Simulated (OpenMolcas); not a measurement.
# Pd3+: moving or changing the point charges

Pd3+ among 2 point charges of -2 e arranged as a linear pair (D∞h), 1.89 Å from the ion.
```
   0.0000    0.0000    1.8900  -2.00
   0.0000    0.0000   -1.8900  -2.00
```

```yaml
Program: OpenMolcas
Method: CASSCF
Basis: ANO-RCC-VTZP [7s6p4d2f1g]
Scalar_Hamiltonian: DKH2, point nucleus
Active_space: 7 electrons in 5 orbitals (4d)
State_averaging: 2S+1 = 4 even, 10 roots; 2S+1 = 2 even, 40 roots
Spin-orbit_coupling: state interaction with AMFI integrals over the reference wave functions
```

Runs around this geometry, states (labels by Λ). Energies in cm-1 above the lowest state or level, χT in cm3 K/mol.

```json
{"R (Å)": "1.89", "q (e)": "-1", "Ground state": "4Φ", "First state of that spin": "4Σ 1214", "First gap with spin-orbit (degeneracies)": "1283 (2, 2)", "χT at 300 K": "4.826", "First state of another spin": "2Δ 15352"}
{"R (Å)": "1.74", "q (e)": "-2", "Ground state": "4Σ", "First state of that spin": "4Φ 4528", "First gap with spin-orbit (degeneracies)": "60.5 (2, 2)", "χT at 300 K": "2.358", "First state of another spin": "2Π 11119"}
{"R (Å)": "1.89", "q (e)": "-2", "Ground state": "4Σ", "First state of that spin": "4Φ 2253", "First gap with spin-orbit (degeneracies)": "86.8 (2, 2)", "χT at 300 K": "2.925", "First state of another spin": "2Π 12635"}
{"R (Å)": "1.99", "q (e)": "-2", "Ground state": "4Σ", "First state of that spin": "4Φ 1131", "First gap with spin-orbit (degeneracies)": "512.0 (2, 2)", "χT at 300 K": "4.617", "First state of another spin": "2Π 13365"}
```

Taking the first state of the same spin as R^-n, n = -ln(1131 / 4528) / ln(1.99 / 1.74) = 10.3 between the shortest and longest distance.

The ground state changes within this set.

Without dynamic correlation the repulsion within the d shell is too large (B by tens of per cent), so at a given field states of lower spin stand too high. Point charges give a weaker field than real ligands, and real ions of this kind are as a rule low spin; the high spin found here belongs to the model. The ground term spreads over less than 5000 cm-1, several times less than with real ligands, so orbital moments are less quenched and χT lies further from the spin-only value than at real sites (holds for R = 1.89, q = -1). This shell can be high or low spin here, a state of another spin lies low, and with metal d orbitals alone active their balance is uncertain, so the ground spin may be wrong (holds for R = 1.74, q = -2; R = 1.89, q = -2; R = 1.99, q = -2). Point charges carry no covalency, so the field is a model and not that of real ligands. No measured value stands beside these numbers.
